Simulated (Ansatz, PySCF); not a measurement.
Zr(Cl)3(OH) (Cl3HOZr), SMILES [OH][Zr]([Cl])([Cl])[Cl], multiplicity 1.

Geometry: PBE0-D3(BJ)/def2-SVP. The multiplicity is an assumed one; no other spin state was optimised. The isomer is the one that the SMILES or the coordinates give; other isomers of the formula were not compared. The def2 effective core potentials stand for the cores of Zr; spin–orbit coupling is left out. One conformer was computed; it need not be the lowest.

Vertical ionisation energy (IE) and electron affinity (EA) in eV. Rows of orbital energies are one-electron estimates. Where ΔSCF, EOM or ADC give a negative EA the extra electron is unbound and the value depends on the basis.

```tsv
level	IE	EA
−ε(HOMO), −ε(LUMO), M06-2X/def2-TZVP (PySCF)	?	?
−ε(HOMO), −ε(LUMO), PBE/def2-TZVP (PySCF)	7.92	2.78
ΔSCF, CAM-B3LYP/def2-TZVPD (Ansatz), final states of multiplicity 2 and 2	11.52	0.43
ΔSCF, PBE/def2-TZVPD (Ansatz), final states of multiplicity 2 and 2	10.63	0.20
```

Problem. Some entries are withheld; supply them. (Estimate from the structure and the level; the computed values follow.)

Solution. 
- −ε(HOMO), −ε(LUMO), M06-2X/def2-TZVP (PySCF), IE: 10.62
- −ε(HOMO), −ε(LUMO), M06-2X/def2-TZVP (PySCF), EA: 1.20

Problem. What vertical singlet–triplet gap does ΔSCF give with CAM-B3LYP/def2-TZVPD (Ansatz, a program for electronic structure) and with PBE/def2-TZVPD (Ansatz)? (The exact figures need the calculation; the answer reports its results.)

Solution. 5.85 and 5.27 eV (triplet above singlet where positive).
